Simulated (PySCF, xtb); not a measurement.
OZn, SMILES [O]=[Zn].

GFN2-xTB (xtb) at its own geometry gives an orbital gap of 2.42 eV and a dipole moment of 4.70 D.

Geometry optimised at PBE0-D3(BJ)/def2-TZVPD.

What does M06-2X/def2-TZVPD run with PySCF give? (An estimate is asked for; the answer gives what the named calculation found.)

gap 5.04 eV (levels -8.68 and -3.63 eV), dipole 6.22 D.
